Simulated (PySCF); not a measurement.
Rigid-rotor lines calculated for a species of formula C6H11N (commonest isotopes; PBE0/def2-SVPD in PySCF (dipole) on a GFN2-xTB geometry, gas phase), labelled J(Ka,Kc):

```json
{"transition": "2(1,1) ← 1(1,0)", "MHz": "6432.7"}
{"transition": "2(0,2) ← 1(0,1)", "MHz": "6223.7"}
{"transition": "1(1,1) ← 0(0,0)", "MHz": "8354.5"}
{"transition": "2(1,2) ← 1(1,1)", "MHz": "6026.2"}
{"transition": "1(0,1) ← 0(0,0)", "MHz": "3114.7"}
```

Question: Find the rotational constants.

Answer: 1(0,1) ← 0(0,0) is B + C, 2(1,1) ← 1(1,0) is 3B + C and 2(1,2) ← 1(1,1) is B + 3C, so B − C is half the difference of the last two, 203.2 MHz. 1(1,1) ← 0(0,0) is A + C. A = 6898.7, B = 1659.0, C = 1455.8 MHz.

Question: What moments of inertia, asymmetry and inertial defect follow?

Answer: I = 505379 MHz·u·Å² over each constant: Ia = 73.26, Ib = 304.63, Ic = 347.16 u·Å²; κ = (2B − A − C)/(A − C) = -0.925 (near-prolate asymmetric top); Δ = Ic − Ia − Ib = -30.73 u·Å².

Question: Which dipole components do these lines need?

Answer: μa and μb (a-type: ΔKa even, ΔKc odd; b-type: both odd). The calculation gives |μa| = 1.14 D, |μb| = 0.78 D, |μc| = 1.04 D.

Question: Predict further lines from these constants: 1(1,1) ← 1(0,1); 2(2,0) ← 1(1,1); 2(2,0) ← 2(1,1); 2(2,0) ← 1(1,0); 2(1,1) ← 2(1,2); 1(1,0) ← 0(0,0); 2(2,1) ← 2(1,1); 2(1,1) ← 1(0,1); 2(2,1) ← 1(1,1); 1(1,0) ← 1(0,1).

Answer: 
```tsv
transition	MHz	type	branch
2(1,1) ← 2(1,2)	610	a	Q
1(1,1) ← 1(0,1)	5240	c	Q
1(1,0) ← 1(0,1)	5443	b	Q
1(1,0) ← 0(0,0)	8558	c	R
2(1,1) ← 1(0,1)	11876	c	R
2(2,1) ← 2(1,1)	15719	c	Q
2(2,0) ← 2(1,1)	15725	b	Q
2(2,0) ← 1(1,0)	22158	c	R
2(2,1) ← 1(1,1)	22355	c	R
2(2,0) ← 1(1,1)	22361	b	R
```

Question: Which structure gave them?

Answer: `C1CC([C@@H]2CN2)C1`, point group C1. Three constants can't fix a structure by themselves; this is the one that was computed:
```xyz
18
C6H11N angstrom
C      2.114   -0.429    0.523
C      1.315   -0.135   -0.755
C      0.122    0.329    0.105
C     -1.206   -0.303   -0.213
C     -2.172    0.379   -1.104
N     -2.440    0.240    0.311
C      0.847   -0.199    1.360
H      2.892    0.306    0.718
H      2.548   -1.424    0.589
H      1.739    0.616   -1.419
H      1.087   -1.028   -1.335
H      0.019    1.417    0.116
H     -1.190   -1.389   -0.231
H     -2.812   -0.211   -1.745
H     -1.910    1.351   -1.507
H     -2.311    1.099    0.837
H      0.943    0.507    2.182
H      0.406   -1.119    1.737
```

The values belong to one conformer (point group C1) with, in the numbering `[CH2:1]1[CH2:2][CH:3]([C@@H:4]2[CH2:5][NH:6]2)[CH2:7]1`, C2–C3–C4–C5 -96°, C7–C1–C2–C3 9°, C1–C2–C3–C4 -128°, C3–C4–C5–N6 -110°, C2–C3–C7–C1 9°. Whether it is a minimum is left open (no frequencies). Zero-point vibration and centrifugal distortion are left out. A rigid rotor knows nothing of inversion at nitrogen, which can split or shift real lines. Quadrupole hyperfine structure (14N) is left out.
